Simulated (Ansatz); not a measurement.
Fe2Co, relaxed as a octet with UKS PBE0-D4/def2-TZVP in Ansatz, starting from the GFN2-xTB geometry. Force threshold 0.02 eV/Å.

The charge 0 octet is spin-contaminated (final ⟨S²⟩ up to 16.90, 15.75 for a pure state). The relaxation made no stability test and no search for a lower SCF solution. The structure comes from a short search, and lower isomers may exist.

Start:

```xyz
3

Fe    0.252   -1.024   -1.208
Fe    0.777    0.514    1.308
Co   -1.029    0.510   -0.100
```

```
step   energy (eV)  largest force component (eV/Å)  SCF passes
   1  -106381.0232                           0.515         392
   2  -106381.1674                           0.284         200
   3  -106381.1722                           0.294         283
   4  -106381.1872                           0.092         139
   5  -106381.1886                           0.018         134
```

Force components are those of the run's own axes.

End:

```tsv
atom	x (Å)	y (Å)	z (Å)
Fe1	0.3596	-0.9420	-1.0126
Fe2	0.8129	0.3634	1.1296
Co3	-1.1725	0.5787	-0.1171
```

By distances, no bond broke or formed. The bond that changes most is Fe1–Fe2, from 2.99 to 2.55 Å (atoms count from 1).

No frequencies were taken in this run, so the end may be a saddle point.

Run time 73 s (4 threads of Arm Neoverse V2 on a shared host), peak host memory 0.7 GiB.
